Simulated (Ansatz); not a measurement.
Input file for Ansatz (a program for electronic structure): R-SVWN5/def2-TZVPP on ClGeHO (SMILES [OH][Ge][Cl]), a point of a torsion scan.

Ansatz 0.2 input:
```yaml
crystal:
  periodic: [false, false, false]
  atoms:
    - {symbol: O, position_ang: [-0.96218198, 0.08636626, 0.09520664]}
    - {symbol: Ge, position_ang: [0.46810894, 1.03950839, -0.10650249]}
    - {symbol: Cl, position_ang: [0.35558330, 1.53707942, -2.23704747]}
    - {symbol: H, position_ang: [-1.55313082, -0.64357401, -0.06196849]}
basis:
  gaussian:
    orbitals: def2-TZVPP
hamiltonian:
  xc: {name: SVWN5}
scf: {lower_state_search: off}
```

The head of its log:

```
WARN ansatz: RAYON_NUM_THREADS=1 ignored (pool sized by the plan → 1); use --threads N
Functional definition: SVWN5
these checks for a lower state are left out or cut short: stability, starts, cluster_reference, orbital_swaps, neighbouring_geometries, increment
integrals: 0.05 GiB planned
862 factors; their error is unknown
mean field: 0.36 GiB planned
mean field evaluation 1: about -70959.0705 eV, gradient 7.2e1 eV
mean field evaluation 2: about -70849.4404 eV, gradient 2.0e2 eV
```

Task: Predict the final total energy.

Result: -2607.9850 hartree.
